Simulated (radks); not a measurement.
Results of a calculation; reference values are marked as such.
Problem. The table gives one normalised radial function P(r) = r R(r) (large component) of Tl3+ in [Xe] 4f14 5d9.5 6s0.5 (r in bohr). Level of theory: Dirac Kohn-Sham, PBE, spin-unpolarised, spherical densities, point nucleus; open shells fill j = l - 1/2 first (a radial shooting solver on a logarithmic mesh with Libxc functionals).

r,P
0.002345,0.0002
0.003153,0.0003
0.004239,0.0007
0.005699,0.0014
0.007662,0.0030
0.0103,0.0061
0.01385,0.0125
0.01862,0.0250
0.02503,0.0483
0.03339,0.0876
0.04489,0.1505
0.06036,0.2334
0.08115,0.3115
0.1091,0.3264
0.1467,0.2027
0.1972,-0.0800
0.2651,-0.3926
0.3565,-0.4775
0.4793,-0.1687
0.6444,0.3960
0.8663,0.8641
1.155,0.9760
1.553,0.7641
2.089,0.4326
2.808,0.1714
3.775,0.0432
5.076,0.0058
6.824,0.0003

Which n and l does it have? It may be an empty orbital.

Solution. n = 5, l = 2: the number of nodes gives n - l - 1 = 2, the rise at small r points to l (for j = l - 1/2 the large component starts as r^gamma with gamma = sqrt(l^2 - (Z/c)^2) = 1.91 and the r^(l+1) term takes over further out; the orbital of l - 1 with the same j starts with the same power, but with a larger coefficient, and does not steepen), and the extent must fit the shell. The curve is that of 5d3/2; the two j differ most near the nucleus, where j = l - 1/2 has the larger amplitude, and in heavy atoms j = l - 1/2 is also the more compact. 5d3/2: eigenvalue -47.258 eV, 2 radial nodes at r = 0.183, 0.527 bohr, <r> = 1.30 bohr, 90 % of the charge inside 1.96 bohr.
